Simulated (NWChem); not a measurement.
Species: BeH2S; SMILES [BeH][SH]

```xyz
4

Be     0.1036    -1.3052     0.0000
H      0.0680    -2.6381     0.0000
S      0.1629     0.6097     0.0000
H     -1.1884     0.7024     0.0000
```
Atoms are numbered in this order, from 1.

STO-3G and 3-21G are far too small for this property and stand as cheap habits. Coordinates come from a PBE0/def2-SVP optimisation.

Task: Give the principal values of the shielding tensors (ppm) of Be1, S3 from Hartree-Fock/STO-3G, GIAO (NWChem), with their diamagnetic and paramagnetic parts as GIAO splits them.

Result: 
```json
[
 {"atom": "Be1", "σ11": "51.2", "σ22": "52.3", "σ33": "149.4", "isotropic": "84.3", "diamagnetic": "152.7", "paramagnetic": "-68.4"},
 {"atom": "S3", "σ11": "851.9", "σ22": "941.7", "σ33": "1020.8", "isotropic": "938.1", "diamagnetic": "1042.9", "paramagnetic": "-104.8"}
]
```
